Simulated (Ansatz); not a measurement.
Cartesian coordinates in Å:
```
N -0.399 -0.964 -0.032
Sn 0.366 0.874 -0.449
F -0.317 1.824 1.093
H -1.328 -0.922 0.371
H -0.413 -1.627 -0.797
H 2.091 0.814 -0.185
```

Total charge 0; spin multiplicity 2. Sn: def2 effective core potential.

**Question.** List the CAM-B3LYP/def2-TZVPP orbital energies in eV (Ansatz). (Best estimate.)

**Answer.** Ansatz gave: α occupied: -671.87, -391.64, -141.20, -96.13, -96.10, -96.01, -32.85, -30.37, -30.23, -30.16, -30.14, -29.76, -25.25, -16.05, -15.23, -12.72, -12.44, -12.10, -11.30, -10.23, -7.66. α empty: 0.24, 0.85, 2.11, 2.61, 3.23, 3.59, 4.81, 5.17. β occupied: -671.82, -391.49, -141.14, -96.07, -96.02, -95.99, -32.75, -30.28, -30.13, -30.10, -30.07, -29.68, -24.90, -15.61, -15.13, -12.49, -12.21, -11.96, -10.80, -9.24. β empty: -2.58, 0.45, 1.01, 2.42, 2.73, 3.47, 3.63, 5.01. ⟨S²⟩ = 0.759.
